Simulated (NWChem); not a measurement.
C3H2FN; SMILES N#C/C=C/F

```xyz
7

N     -0.2280    -2.5310     0.0000
C      0.0957    -1.4171     0.0000
C      0.5114    -0.0573     0.0000
C     -0.3779     0.9418     0.0000
F      0.0024     2.1998     0.0000
H      1.5829     0.1627     0.0000
H     -1.4645     0.8104     0.0000
```
Atoms are numbered in this order, from 1.

Computed with NWChem. All runs use the structure optimised with PBE0/def2-SVP. Level: B3LYP/def2-SVP with SMD (1 M gas to 1 M solution), gas-phase geometry.

For solvent diethyl ether:

| Property | Result |
|---|---|
| dipole in solution (D) | 3.55 |

Q: Estimate the same quantities for solvent dichloromethane.

A: 
| Item | Value |
|---|---|
| dipole in solution (D) | 3.70 |
